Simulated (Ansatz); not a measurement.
Mulliken charges of H4S4Sn, SMILES `[SH][Sn]([SH])([SH])[SH]` from PBE/def2-TZVPP in Ansatz (PBE0-D4/def2-TZVP geometry).

```json
{"atom": "S1", "x (Å)": "-0.407", "y (Å)": "1.980", "z (Å)": "-1.303", "charge (e)": "-0.324"}
{"atom": "Sn2", "x (Å)": "0.248", "y (Å)": "0.136", "z (Å)": "0.074", "charge (e)": "0.786"}
{"atom": "S3", "x (Å)": "2.624", "y (Å)": "-0.057", "z (Å)": "0.191", "charge (e)": "-0.324"}
{"atom": "S4", "x (Å)": "-0.783", "y (Å)": "-1.775", "z (Å)": "-0.942", "charge (e)": "-0.335"}
{"atom": "S5", "x (Å)": "-0.407", "y (Å)": "0.399", "z (Å)": "2.359", "charge (e)": "-0.328"}
{"atom": "H6", "x (Å)": "-1.563", "y (Å)": "1.377", "z (Å)": "-1.634", "charge (e)": "0.130"}
{"atom": "H7", "x (Å)": "2.681", "y (Å)": "-0.694", "z (Å)": "-0.991", "charge (e)": "0.131"}
{"atom": "H8", "x (Å)": "-0.775", "y (Å)": "-2.462", "z (Å)": "0.213", "charge (e)": "0.134"}
{"atom": "H9", "x (Å)": "-1.531", "y (Å)": "1.052", "z (Å)": "2.016", "charge (e)": "0.129"}
```

Question: By hand: the dipole of these point charges (1 e Å = 4.8032 D).

Answer: Σ q r = (-0.281, -0.159, -0.093) e Å, of length 0.336 e Å = 1.61 D.

Question: How does the dipole of the full density compare? (Best estimate.)

Answer: Ansatz gave: (-0.220, -0.127, -0.068) e Å, 1.26 D; the point charges give 1.28 times that, at 1° from its direction.

Point charges leave out the atoms' own dipoles, such as those of lone pairs, and Mulliken's split depends on the basis, so the two needn't agree.
